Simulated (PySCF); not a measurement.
# How the method changes the constants of NaHg

State: ²Σ⁺ (doublet), unpaired electrons σ ↑. Set-up: basis Na cc-pVDZ, Hg cc-pVDZ-PP with ECP60; scalar-relativistic core potentials; PySCF 2.14. De refers to Na + Hg in their ground configurations, without counterpoise correction. The functionals are run spin-unrestricted. A positive dipole means Na(−)Hg(+). Levels whose curve was spin-contaminated or gave no clean fit are not listed.

| Level | Re (Å) | ωe (cm⁻¹) | De (eV) | μ (D) |
| --- | --- | --- | --- | --- |
| UHF-MP2 | 3.723 | 41.9 | 0.057 | n/a |
| UHF-SCS-MP2 | 3.886 | 32.5 | 0.037 | n/a |
| LDA | 3.149 | 94.3 | 0.263 | -1.07 |
| PBE | 3.356 | 71.4 | 0.134 | -0.64 |
| r²SCAN | 3.308 | 74.5 | 0.168 | -0.94 |
| M06-L | 3.291 | 88.4 | 0.159 | -0.32 |
| r²SCANh | 3.326 | 72.4 | 0.158 | -0.94 |
| PBE0 | 3.414 | 63.9 | 0.103 | -0.52 |
| HSE06 | 3.378 | 68.4 | 0.119 | -0.63 |

The bond length runs from 3.149 Å (LDA) to 3.886 Å (UHF-SCS-MP2). De spans 0.04 eV (UHF-SCS-MP2, perturbation theory) to 0.26 eV (LDA, local density).

Correlated steps freeze 1 core orbital. The bond is weak. Basis-set superposition, not corrected here, can be much of De in a small basis, most of all at correlated wavefunction levels. Functionals without a dispersion term scatter widely for such bonds, and LDA overbinds them. Spin–orbit coupling is left out. The state is the lowest determinant that a PBE0 search found; another state may lie lower at other levels.

The whole job (state search and all levels along the bond) took about 2.6 min on 1 thread of Oxide Virtual Turin-like (shared host), peak memory 0.82 GiB.
